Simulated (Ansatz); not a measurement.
[AgF4]- (AgF₄⁻). Total charge -1; singlet. Geometry PBE0-D4/def2-SVPD.

```csv
atom,x (Å),y (Å),z (Å)
Ag1,0.000,0.000,0.000
F2,-0.740,-1.764,-0.159
F3,1.721,-0.757,0.383
F4,0.740,1.764,0.159
F5,-1.721,0.757,-0.383
```

In the def2 sets Ag takes a core potential; there is no spin–orbit coupling. HSE06 is defined as in plane-wave codes, on full-range PBE exchange.

(1) Estimate the orbital energies around the gap (eV) in Ansatz with LDA (SPW92)/def2-TZVPD, PBE-D4/def2-TZVPD, r2SCAN-D4/def2-TZVPD, PBE0-D4/def2-SVPD, HSE06-D4/def2-TZVPD.

Answers

(1) 
```json
{"orbital": "HOMO−5", "LDA (SPW92)/def2-TZVPD": "-3.92", "PBE-D4/def2-TZVPD": "-3.63", "r2SCAN-D4/def2-TZVPD": "-4.06", "PBE0-D4/def2-SVPD": "-5.71", "HSE06-D4/def2-TZVPD": "-5.20"}
{"orbital": "HOMO−4", "LDA (SPW92)/def2-TZVPD": "-3.90", "PBE-D4/def2-TZVPD": "-3.63", "r2SCAN-D4/def2-TZVPD": "-4.06", "PBE0-D4/def2-SVPD": "-5.71", "HSE06-D4/def2-TZVPD": "-5.20"}
{"orbital": "HOMO−3", "LDA (SPW92)/def2-TZVPD": "-3.37", "PBE-D4/def2-TZVPD": "-3.10", "r2SCAN-D4/def2-TZVPD": "-3.55", "PBE0-D4/def2-SVPD": "-5.28", "HSE06-D4/def2-TZVPD": "-4.77"}
{"orbital": "HOMO−2", "LDA (SPW92)/def2-TZVPD": "-3.08", "PBE-D4/def2-TZVPD": "-2.83", "r2SCAN-D4/def2-TZVPD": "-3.25", "PBE0-D4/def2-SVPD": "-5.05", "HSE06-D4/def2-TZVPD": "-4.52"}
{"orbital": "HOMO−1", "LDA (SPW92)/def2-TZVPD": "-3.08", "PBE-D4/def2-TZVPD": "-2.83", "r2SCAN-D4/def2-TZVPD": "-3.25", "PBE0-D4/def2-SVPD": "-5.05", "HSE06-D4/def2-TZVPD": "-4.52"}
{"orbital": "HOMO", "LDA (SPW92)/def2-TZVPD": "-3.00", "PBE-D4/def2-TZVPD": "-2.76", "r2SCAN-D4/def2-TZVPD": "-3.18", "PBE0-D4/def2-SVPD": "-5.05", "HSE06-D4/def2-TZVPD": "-4.51"}
{"orbital": "LUMO", "LDA (SPW92)/def2-TZVPD": "-0.84", "PBE-D4/def2-TZVPD": "-0.53", "r2SCAN-D4/def2-TZVPD": "-0.61", "PBE0-D4/def2-SVPD": "-0.04", "HSE06-D4/def2-TZVPD": "-0.23"}
{"orbital": "LUMO+1", "LDA (SPW92)/def2-TZVPD": "3.20", "PBE-D4/def2-TZVPD": "3.28", "r2SCAN-D4/def2-TZVPD": "3.80", "PBE0-D4/def2-SVPD": "4.05", "HSE06-D4/def2-TZVPD": "3.59"}
{"orbital": "LUMO+2", "LDA (SPW92)/def2-TZVPD": "4.18", "PBE-D4/def2-TZVPD": "4.27", "r2SCAN-D4/def2-TZVPD": "4.69", "PBE0-D4/def2-SVPD": "4.64", "HSE06-D4/def2-TZVPD": "4.50"}
{"orbital": "LUMO+3", "LDA (SPW92)/def2-TZVPD": "4.57", "PBE-D4/def2-TZVPD": "4.49", "r2SCAN-D4/def2-TZVPD": "5.09", "PBE0-D4/def2-SVPD": "5.32", "HSE06-D4/def2-TZVPD": "4.71"}
{"orbital": "LUMO+4", "LDA (SPW92)/def2-TZVPD": "4.57", "PBE-D4/def2-TZVPD": "4.49", "r2SCAN-D4/def2-TZVPD": "5.09", "PBE0-D4/def2-SVPD": "5.32", "HSE06-D4/def2-TZVPD": "4.71"}
{"orbital": "LUMO+5", "LDA (SPW92)/def2-TZVPD": "5.73", "PBE-D4/def2-TZVPD": "5.59", "r2SCAN-D4/def2-TZVPD": "6.24", "PBE0-D4/def2-SVPD": "7.60", "HSE06-D4/def2-TZVPD": "5.81"}
```
